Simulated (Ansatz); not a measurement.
Reactions of `CC1CCOCO1`.

Gas-phase electronic energies from Ansatz, PBE0-D4/def2-TZVP geometries. CBS: MP2 limit from def2 TZ/QZ plus the TZ coupled-cluster correction, frozen cores. This one scheme is used for every species, atoms too. DFT in def2-TZVPP. B3LYP here is the variant with VWN-RPA as its local correlation; programs differ in this. Open shells (•) are unrestricted, without spin–orbit coupling. Spin–orbit coupling would lower the free atoms: a little for C, O. def2 core potentials past Kr. For Sn, Zn outer-core shells are correlated without core-valence functions, so the limit isn't a true one: a few kJ/mol of doubt a bond, and 10 to 20 or more in all where bonds break to atoms. Scalar relativity is left out up to krypton. Each species was taken in one conformer, which may not be the lowest.

```csv
reaction,ωB97M-V (eV),B2PLYP (eV),ωB97X-V (eV),B3LYP-D4 (eV)
`CC1CCOCO1` → `CCC(C)C(=O)O`,-1.16,-1.24,-1.08,-1.22
`CC1CCOCO1` → `CCOC(=O)CC`,-0.83,-0.97,-0.78,-0.95
`CC1CCOCO1` + H₂ → `C1COCOC1` + CH₄,-0.52,-0.59,-0.52,-0.56
`CC1CCOCO1` → `CCCC(=O)OC`,-0.71,-0.84,-0.66,-0.82
`CC1CCOCO1` → `C1COCOC1` + `[CH2]` (triplet),4.73,4.59,4.81,4.61
`CC1CCOCO1` + `[NH2][Sn][SH]` → `C[S][Sn][NH2]` + `C1COCOC1`,0.43,0.40,0.43,0.37
`CC1CCOCO1` → `CC(=O)OC(C)C`,-0.97,-1.10,-0.92,-1.09
`CC1CCOCO1` → 5 C• + 10 H• + 2 O•,72.21,71.20,72.18,71.87
`CC1CCOCO1` + `C[O][Zn][OH]` → `C[O][Zn][O]C` + `C1COCOC1`,0.87,0.81,0.83,0.79
```

Problem. Give the CCSD(T)/CBS values in the same order. (An estimate is asked.)

Solution. Ansatz gave: -1.15, -0.79, -0.50, -0.67, 4.72, 0.42, -0.94, 71.97, 0.91 eV.

Largest T1 diagnostic: 0.017, for `C[O][Zn][OH]`.
